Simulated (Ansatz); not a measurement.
Ideal-gas functions of `C=[CH][GeH][F]` radical at 800 K and 1 bar, from an Ansatz frequency run at PBE0-D4/def2-TZVP.

Molar mass 119.66 g/mol, point group C1 (symmetry number 1), electronic degeneracy 2, moments of inertia 58.848, 134.873, 190.501 u Å². Harmonic wavenumbers (cm⁻¹, unscaled): 118, 158, 332, 421, 570, 642, 675, 682, 992, 1001, 1023, 1272, 1425, 1637, 2054, 3137, 3163, 3227.

Use S(trans) = R[1.5 ln M + 2.5 ln T − 1.1517]; rotational temperatures θ = 24.2544 K / I; S(rot) = R[ln(√π/σ · √(T³/θAθBθC)) + 1.5]; for each mode x = 1.438777 ν̃/T, S = R[x/(eˣ − 1) − ln(1 − e⁻ˣ)] and H = RT x/(eˣ − 1); 1 cm⁻¹ = 0.0119627 kJ/mol; R = 8.31446 J/(mol·K).

By hand: the entropy, in J/(mol·K).

Translation 189.0. Rotation: θ = 0.4122, 0.1798, 0.1273 K, giving 120.0. Vibration, mode by mode: 21.22, 18.80, 12.72, 10.82, 8.46, 7.57, 7.19, 7.12, 4.52, 4.47, 4.33, 3.04, 2.45, 1.81, 0.99, 0.20, 0.19, 0.17, in all 116.1. Electronic 5.8. Sum 430.9 J/(mol·K).

By hand: H − E and G − E in kJ/mol, counted from the electronic energy.

Zero-point energy ½ × 22529 × 0.0119627 = 134.8; thermal vibration 47.5; translation, rotation and pV give 4 RT = 26.6. H − E = 208.9 kJ/mol, and G − E = 208.9 − 800 × 430.9/1000 = -135.8 kJ/mol.

Vibration gives 27 % of the entropy, 21.2 J/(mol·K) of it from the mode under 150 cm⁻¹: soft modes count most, and the harmonic formula is weakest for them. The sum counts one conformer and one mirror image; others add a mixing term.
